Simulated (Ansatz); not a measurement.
Wavefunction ladder for `OBSCO`

```xyz
10

O     0.486   -1.697   -0.271
B     0.724   -1.063    0.901
S    -0.011    0.540    1.248
C    -0.871    0.932   -0.318
O    -0.045    1.487   -1.292
H     0.923   -2.549   -0.333
H     1.407   -1.542    1.762
H    -1.277    0.010   -0.728
H    -1.692    1.599   -0.033
H     0.357    2.285   -0.937
```

Charge 0, multiplicity 1. Geometry: relaxed with PBE0-D4/def2-TZVP. It is one conformer, not always the lowest. Frozen core, restricted reference, the Gaussian-basis code of Ansatz. CBS rows extrapolate triple and quadruple zeta; past MP2 they add the triple-zeta difference.

```json
{"basis": "def2-TZVPP", "HF (Eh)": "-612.89041", "MP2 corr.": "?", "CCSD corr.": "-0.96261", "(T)": "-0.03919", "CCSD(T) total": "?"}
{"basis": "def2-QZVPP", "HF (Eh)": "-612.91187", "MP2 corr.": "-1.00033", "CCSD corr.": "–", "(T)": "–", "CCSD(T) total": "–"}
{"basis": "CBS(def2)", "HF (Eh)": "?", "MP2 corr.": "?", "CCSD corr.": "?", "(T)": "as TZ", "CCSD(T) total": "?"}
```

**Question.** Fill in the withheld values. (Estimate.)

**Answer.** The calculation gave: def2-TZVPP MP2 corr.: -0.92749; def2-TZVPP CCSD(T) total: -613.89221; CBS(def2) HF (Eh): -612.91483; CBS(def2) MP2 corr.: -1.05428; CBS(def2) CCSD corr.: -1.08940; CBS(def2) CCSD(T) total: -614.04342.
